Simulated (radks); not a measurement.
O I, 8 electrons, occupied as [He] 2s2 2p4 (the NIST ground configuration).

Calculated with a radial shooting solver on a logarithmic mesh with Libxc functionals: non-relativistic Kohn-Sham, LDA (Slater exchange, Perdew-Wang correlation), spin-polarised, spherical densities, point nucleus; open shells are filled with parallel spins first.

Energy parts (hartree):
total: -74.52483
kinetic: 74.17728
electron-nucleus: -177.27619
Hartree: 36.40802
exchange-correlation: -7.83395

Orbitals (lengths in bohr, moments of r in powers of bohr):
orbital  occ.  eigenvalue (hartree)     <r^4>    <r^2>
1s up       1             -18.76682  0.007832  0.05466
1s down     1             -18.71354  0.007738  0.05436
2s up       1              -0.91525     4.937    1.572
2s down     1              -0.80170     5.745    1.674
2p up       3              -0.38084     10.46    1.995
2p down     1              -0.27244     16.46    2.415

The highest occupied level is 2p down at -7.414 eV. The density falls to 0.001 e/bohr^3 at r = 3.28 bohr. The electron density at the nucleus is 308.5 e/bohr^3. Summed over all electrons, <r^2> = 11.75 bohr^2, which gives a Langevin (diamagnetic) susceptibility term of -9.31 x 10^-6 cm^3/mol.
